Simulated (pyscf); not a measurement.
**H₂N–Si•(NH₂)–F, doublet**

Gas-phase minimum from PySCF at ωB97X-D3(BJ)/def2-SVP, one conformer. Other isomers of H₂N–Si•(NH₂)–F were not searched in full and may lie lower. 

SMILES: N[Si](N)F
```xyz
8

N     -1.6041     0.2236     0.7390
Si    -1.1345    -0.5478    -0.7344
N      0.0942    -1.6739    -0.3199
F     -0.6425     0.7045    -1.6785
H     -2.0607     1.1299     0.7047
H     -1.9624    -0.3422     1.5017
H      0.8209    -1.4197     0.3437
H      0.3807    -2.4178    -0.9448
```
Charge 0, spin multiplicity 2.

Bonds (Å): N1–Si2 1.728, N1–H5 1.015, N1–H6 1.015, Si2–N3 1.717, Si2–F4 1.644, N3–H7 1.016, N3–H8 1.013. Angles (°): Si2–N1–H5 119.5, Si2–N1–H6 119.2, H5–N1–H6 111.4, N1–Si2–N3 106.3, N1–Si2–F4 103.4, N3–Si2–F4 115.1, Si2–N3–H7 120.3, Si2–N3–H8 122.3, H7–N3–H8 112.6.

Properties at ωB97X-D3(BJ)/def2-SVP:

```yaml
harmonic_wavenumbers_unscaled: 200, 217, 267, 326, 367, 393, 451, 754, 801, 813, 893, 936, 1530, 1546, 3606, 3614, 3714, 3724 cm⁻¹
zero_point_energy: 34.5 kcal/mol
rotational_symmetry_number: 1
Entropy of this conformer at 298 K and 1 atm, rigid rotor and harmonic oscillator, modes under 100 cm⁻¹ raised to 100: 319.4 J/(mol K)
dipole_moment: 2.06 D
Spin expectation value S2: 0.752
```

Single-point totals, which compare only within one level (frozen core for MP2 and CC):

| level | total energy (hartree) |
|---|---|
| ωB97X-D3(BJ)/def2-TZVP | -501.49453 |
| PBE/def2-TZVP | -501.05757 |
| r²SCAN/def2-TZVP | -501.31054 |
| B3LYP-D3(BJ)/def2-TZVP | -501.46723 |
| PBE0-D3(BJ)/def2-TZVP | -501.09432 |
| M06-2X/def2-TZVP | -501.33705 |
| ωB97M-D3(BJ)/def2-TZVP | -501.51962 |
| UHF/def2-TZVPP | -499.80465 |
| MP2/def2-TZVPP | -500.58188 |
| CCSD/def2-TZVPP | -500.60212 |
| CCSD(T)/def2-TZVPP | -500.63022 |

Soft torsions are taken as harmonic, which can shift the entropy by several J/(mol K). The CCSD(T) − MP2 part came from Ansatz, without density fitting, on the same reference.
